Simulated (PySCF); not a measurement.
# Electric field gradients and quadrupole coupling constants

C7H4N2.
Numbering: `[CH:1]#[C:2][n:3]1[cH:4][cH:5][cH:6][c:7]1[C:8]#[N:9]` (hydrogens: H10 on C1; H11 on C4; H12 on C5; H13 on C6)

Field gradients from the PBE0/pcSseg-1 density (PySCF, non-relativistic), principal values in atomic units, ordered |Vxx| ≤ |Vyy| ≤ |Vzz|:

| atom | Vxx | Vyy | Vzz |
| --- | --- | --- | --- |
| N3 | 0.2198 | 0.4729 | -0.6927 |
| N9 | 0.3243 | 0.6408 | -0.9651 |

Task: Find the asymmetry η = (Vxx − Vyy)/Vzz and the couplings χ = eQV/h (234.96 MHz × Q in barn × V in au), with Q(14N) = 0.02044 b.

Result: 
```json
{"atom": "N3", "environment": "pyrrole-type nitrogen", "nucleus": "14N", "η": "0.37", "χzz (MHz)": "-3.327", "χxx (MHz)": "1.056", "χyy (MHz)": "2.271"}
{"atom": "N9", "environment": "nitrile nitrogen", "nucleus": "14N", "η": "0.33", "χzz (MHz)": "-4.635", "χxx (MHz)": "1.558", "χyy (MHz)": "3.078"}
```

The tensor is traceless: Vxx + Vyy + Vzz = 0.

Task: What is Vzz at N3 in SI units (1 au = 9.71736 × 10²¹ V/m²)?

Result: -0.6927 au = -6.732 × 10²¹ V/m².

Task: And the gradient at the other heavy atoms, for which no coupling is worked out here?

Result: 
```tsv
atom	environment	Vzz (au)	η
C1	terminal alkyne carbon	-0.251	0.96
C2	alkyne carbon	0.087	0.72
C4	aromatic CH next to a ring nitrogen	-0.286	0.35
C5	aromatic CH carbon	0.204	0.17
C6	aromatic CH carbon	0.244	0.29
C7	substituted aromatic carbon	0.260	0.15
C8	nitrile carbon	-0.348	0.08
```

Were the hydrogens deuterons (Q(2H) = 0.00286 b), χzz would run from 227 kHz (H11) to 268 kHz (H10).

Geometry: GFN2-xTB; no solvent, vibrations or thermal averaging. GFN2-xTB bond lengths can be off by several hundredths of an ångström, more for odd bonds, and the gradients follow them. These gradients aren't converged with respect to the basis.

The run behind these numbers computed NMR shieldings as well. Hardware: one thread, Arm Neoverse V1 (aarch64), on a shared host. Cost: 27 s (grids of density and orbitals included), 0.94 GiB resident at most.
